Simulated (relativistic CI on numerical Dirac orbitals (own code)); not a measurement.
# Transition arrays of Rh⁵⁺

Calculated at this level of theory: Dirac-Coulomb-Breit CI, separate exchange-only KLI orbitals for each configuration, a model potential for QED, valence Slater integrals scaled by 0.9, whole transition arrays (own radial code, finite nucleus).

Configurations in the expansion (outside the closed core [Ar] 3d10 4s2): 4p⁶4d⁴, 4p⁶4d³4f, 4p⁵4d⁵, 4p⁶4d³5p, 4p⁶4d³5f. Levels of other configurations are missing.

All E1 lines from the levels of 4p⁶4d⁴; mean and standard deviation are weighted by gf, and upper levels are sorted by their leading configuration.

```tsv
Upper configuration	Lines	Σgf	Mean (eV)	Mean (nm)	σ (eV)	Strongest line (nm)
4p⁶4d³4f	2789	228.7	43.62	28.423	1.65	26.923
4p⁵4d⁵	3085	1329.9	62.29	19.905	5.52	19.162
4p⁶4d³5p	1718	119.2	29.45	42.105	1.31	42.084
4p⁶4d³5f	3021	591.7	60.55	20.476	2.82	20.459
```

Σgf per state of the lower configuration in bins of 1 nm over the central range (centre: value): 18.5: 1.67, 19.5: 3.95, 20.5: 2.12, 21.5: 0.14, 22.5: 0.30, 23.5: 0.28, 24.5: 0.24, 25.5: 0.16, 26.5: 0.16, 27.5: 0.40, 28.5: 0.48, 29.5: 0.20, 30.5: 0.05, 39.5: 0.04, 40.5: 0.06, 41.5: 0.19.

**Question.** How do configuration mixing and the scaling of the Slater integrals move the arrays?

**Answer.** Slater scale 0.9, no configuration mixing: 4p⁶4d³4f 46.6 ± 1.9 eV (Σgf 881.3), 4p⁵4d⁵ 60.1 ± 4.7 eV (Σgf 873.5), 4p⁶4d³5p 29.4 ± 1.3 eV (Σgf 136.4), 4p⁶4d³5f 56.9 ± 1.5 eV (Σgf 139.0); Slater scale 1: 4p⁶4d³4f 43.2 ± 1.8 eV (Σgf 176.4), 4p⁵4d⁵ 63.2 ± 6.0 eV (Σgf 1490.0), 4p⁶4d³5p 29.5 ± 1.5 eV (Σgf 118.0), 4p⁶4d³5f 60.8 ± 3.5 eV (Σgf 527.5); Slater scale 0.8: 4p⁶4d³4f 43.7 ± 1.4 eV (Σgf 268.4), 4p⁵4d⁵ 61.2 ± 5.0 eV (Σgf 1255.6), 4p⁶4d³5p 29.4 ± 1.2 eV (Σgf 120.5), 4p⁶4d³5f 60.0 ± 2.4 eV (Σgf 582.5). With mixing, levels are counted to their leading configuration, so an array can shrink or vanish into another, and the sums then hold other lines.
